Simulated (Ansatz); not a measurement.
System: sum formula Si2H2F3, charge 0, multiplicity 2. It need not be the lowest isomer of its formula. 
Structure (B3LYP-D3(BJ)/def2-TZVP (Ansatz, an electronic-structure program) minimum search):
```xyz
7

F     -2.1421     0.8886    -0.6285
Si    -1.3849    -0.2534     0.2115
Si     0.9378    -0.0862    -0.3517
F      1.6664    -1.3699     0.2880
F      1.5649     1.1872     0.4003
H     -1.8907    -1.5723    -0.2244
H     -1.6536    -0.0265     1.6496
```
Charge 0, spin multiplicity 2.

Dipole moments at this geometry, in debye (magnitudes).

| level | program | dipole (D) |
|---|---|---|
| PBE/def2-TZVPD | Ansatz | 1.21 |
| revPBE/def2-TZVPD | Ansatz | 1.17 |
| r2SCAN/def2-TZVPD | Ansatz | 1.19 |
| B97M-V/def2-TZVPD | Ansatz | ___ |
| B3LYP/def2-TZVPD | Ansatz | 1.29 |
| PBE0/def2-TZVPD | Ansatz | 1.28 |
| r2SCANh/def2-TZVPD | Ansatz | 1.22 |
| r2SCAN0/def2-TZVPD | Ansatz | 1.27 |
| HSE06/def2-TZVPD | Ansatz | 1.28 |
| CAM-B3LYP/def2-TZVPD | Ansatz | 1.34 |
| LC-wPBE/def2-TZVPD | Ansatz | 1.30 |
| wB97X-V/def2-TZVPD | Ansatz | 1.30 |
| CCSD(T)/aug-cc-pV(D+d)Z | Ansatz | ___ |

Q: What belongs in the gaps?

A: 
- B97M-V/def2-TZVPD, dipole (D): 1.07
- CCSD(T)/aug-cc-pV(D+d)Z, dipole (D): 1.26
